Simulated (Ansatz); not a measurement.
Mulliken charges of ClF$_{2}$GeH$_{3}$Si (`F[Si](F)(Cl)[GeH3]`) from B3LYP/def2-TZVPP in Ansatz (PBE0-D4/def2-TZVP geometry).

```csv
atom,x (Å),y (Å),z (Å),charge (e)
F1,-0.027,-1.851,1.319,-0.287
Si2,0.515,-1.017,0.085,0.783
F3,2.083,-0.896,0.278,-0.287
Cl4,0.183,-2.114,-1.594,-0.210
Ge5,-0.503,1.118,-0.017,-0.047
H6,-0.202,1.892,1.273,0.015
H7,0.060,1.875,-1.225,0.016
H8,-2.017,0.936,-0.177,0.016
```

Problem. By hand: the dipole of these point charges (1 e Å = 4.8032 D).

Solution. Σ q r = (-0.236, 0.457, -0.060) e Å, of length 0.518 e Å = 2.49 D.

Problem. How does the dipole of the full density compare? (Best estimate.)

Solution. Ansatz gave: (-0.181, 0.326, -0.068) e Å, 1.82 D; the point charges give 1.37 times that, at 4° from its direction.

Point charges leave out the atoms' own dipoles, such as those of lone pairs, and Mulliken's split depends on the basis, so the two needn't agree.

B3LYP here is the variant with VWN-RPA as its local correlation; programs differ in this.
